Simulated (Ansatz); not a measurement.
```yaml
crystal:
  periodic: [false, false, false]
  atoms:
    - {symbol: N, position_ang: [-0.490331, 1.487443, -0.172881]}
    - {symbol: Al, position_ang: [-0.217329, -0.236934, -0.376950]}
    - {symbol: N, position_ang: [0.829588, -1.184299, 0.670004]}
    - {symbol: Cl, position_ang: [-1.193692, -1.217166, -1.955114]}
    - {symbol: H, position_ang: [-1.089700, 2.030537, -0.771435]}
    - {symbol: H, position_ang: [-0.082640, 2.067595, 0.540633]}
    - {symbol: H, position_ang: [1.349833, -0.832960, 1.456005]}
    - {symbol: H, position_ang: [0.986471, -2.171416, 0.554037]}
basis:
  gaussian: {orbitals: aug-pcseg-2}
magnetization: {spin_polarized: true, initial_magnetization: 2}
hamiltonian: {xc: {name: HF}}
correlation: {method: mp2, frozen_orbitals: {N: 9}}
```

```sh
$ ansatz run in.yaml --threads 4 --pin off --events-out ev --progress --plain --max-ram 10444MiB
```

**Question.** How does Ansatz answer? (An estimate is asked.)

**Answer.** Computed: The program refused the input.
```
Functional definition: HF
Error: "frozen_orbitals" has no count for Al
```
